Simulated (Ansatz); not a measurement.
System: H2Se, charge 1, doublet. H2Se+ (parent SMILES [SeH2], doublet).
B3LYP-D3(BJ)/def2-TZVP minimum from Ansatz (a first-principles code):
```xyz
3

Se     0.0000     0.0576     0.0017
H     -1.0670    -0.9799    -0.0261
H      1.0674    -0.9793    -0.0317
```
Charge +1, spin multiplicity 2.

Total energies in cc-pVQZ, 7 correlated electrons, 14 frozen orbitals. UHF or UKS for unpaired electrons; spin-orbit terms are left out. Correlated methods leave the cores frozen (noble-gas shells, and filled d and f shells in the p block). No relativity. The spin of H2Se+ (parent SMILES [SeH2], doublet) was assumed, and the state is the lowest solution found for it.

```
method    program  energy (Eh)  minus CCSDT(Q) (mEh)
--------  -------  -----------  --------------------
HF         Ansatz  -2400.73068                173.61
MP2        Ansatz  -2400.87492                 29.37
CCSD       Ansatz  -2400.89793                  6.36
CCSD(T)    Ansatz  -2400.90340                  0.89
CCSDT(Q)   Ansatz  -2400.90429                  0.00
```

Rough core times of Ansatz's runs on a shared machine: CCSD(T) 30 s, CCSDT(Q) 20 min.
